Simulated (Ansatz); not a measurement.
SeF4. The state is a singlet with charge 0. Geometry r2SCAN-D4/def2-SVP; atoms count from 1.

```tsv
atom	x (Å)	y (Å)	z (Å)
Se1	0.445	-0.027	-0.247
F2	0.287	1.751	-0.383
F3	0.313	-1.787	0.050
F4	-1.166	-0.113	-0.854
F5	0.121	0.177	1.434
```

Question: Estimate the Mulliken populations from the PBE0/def2-TZVP orbitals of Ansatz.

Answer: 
```tsv
atom	charge (e)
Se1	1.09
F2	-0.33
F3	-0.33
F4	-0.22
F5	-0.22
```
Mulliken values depend strongly on the basis.

Question: And the Mayer bond orders between heavy atoms (over 0.3)?

Answer: Se1–F2 0.91 (1.79 Å); Se1–F3 0.91 (1.79 Å); Se1–F4 1.03 (1.72 Å); Se1–F5 1.03 (1.72 Å).
